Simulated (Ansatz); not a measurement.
The same path of BGeH$_{5}$O (8 atoms, charge 0, multiplicity 1) was run twice with different band settings. Lost on the way: Ge2–H7. Made: O3–H7.

Computed with RHF/def2-SVP (Ansatz).

Relaxed end points:

```xyz
8
Properties=species:S:1:pos:R:3
B -1.160 0.701 -0.792
Ge 0.547 0.069 0.215
O 0.289 -1.601 0.762
H -2.107 -0.017 -0.930
H -1.205 1.809 -1.249
H 0.847 0.948 1.447
H 1.795 0.102 -0.691
H 0.994 -2.011 1.237
```

```xyz
8
Properties=species:S:1:pos:R:3
B -0.893 0.891 -0.814
Ge 1.016 0.911 0.031
O 0.814 -1.306 0.668
H -1.530 -0.113 -1.027
H -1.390 1.919 -1.200
H 0.514 1.315 1.470
H -0.021 -1.734 0.534
H 1.489 -1.882 0.338
```

Common settings: movable images 5; climbing image yes; optimiser quadratic models (default); start path through a guess of the saddle point; force threshold 0.05 eV/Å; iteration limit 60; end points relaxed.

| run | spring |
| --- | --- |
| 1 | 5.0 eV/Å² |
| 2 | 0.5 eV/Å² |

Question: What does each run give, and how far can it be trusted?

Answer: Run 1: converged after 15 iterations, highest image 3.336 eV above the first end. Neighbouring images differ by up to 2.6 eV, so the band resolves the path poorly. A vibrational analysis at the climbing image gives one clearly imaginary mode, 2029i cm⁻¹: a first-order saddle point.
Run 2: converged after 16 iterations, highest image 3.337 eV above the first end. Neighbouring images differ by up to 2.6 eV, so the band resolves the path poorly. Another band between the same ends (5 images) ends at a top of the same energy, where a vibrational analysis finds 1 clearly imaginary mode.
The orbitals stay closed-shell, which can raise the energy where a bond breaks towards radicals; this wasn't checked here.
